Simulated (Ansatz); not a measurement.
The same molecule with X = F, Cl, Br. Ansatz, PBE0-D4/def2-TZVP geometries, multiplicity 1.

Scalar relativity is left out up to krypton.

```tsv
X	molecule	mean X–C bond length / Å	HOMO energy (B3LYP/def2-TZVPP) / eV	size of the dipole moment (ωB97M-V/def2-TZVPP) / D	ideal-gas entropy at 298 K and 1 bar (rigid rotor, harmonic PBE0-D4/def2-TZVP) / J/(mol·K)
F	`FC=[Se]`	1.319	-6.80	1.35	271
Br	`[Se]=CBr`	1.876	-6.59	0.99	294
```

Give the row for X = Cl, `ClC=[Se]`. (Estimate.)

Computed: 
```json
{"X": "Cl", "molecule": "`ClC=[Se]`", "mean X–C bond length / Å": "1.708", "HOMO energy (B3LYP/def2-TZVPP) / eV": "-6.60", "size of the dipole moment (ωB97M-V/def2-TZVPP) / D": "1.13", "ideal-gas entropy at 298 K and 1 bar (rigid rotor, harmonic PBE0-D4/def2-TZVP) / J/(mol·K)": "282"}
```

From F to Br the mean X–C bond length rises at each step, by 0.557 Å in all; the HOMO energy (B3LYP/def2-TZVPP) rises at each step, by 0.21 eV in all; the ideal-gas entropy at 298 K and 1 bar (rigid rotor, harmonic PBE0-D4/def2-TZVP) rises at each step, by 23 J/(mol·K) in all. Bonds lengthen as the atom grows down the group. Dipoles are sizes alone, and their direction can turn along the series.

B3LYP here is the variant with VWN-RPA as its local correlation; programs differ in this.

Spin–orbit coupling is left out; it splits and shifts lone-pair levels of the heavy atoms by tenths of an eV.
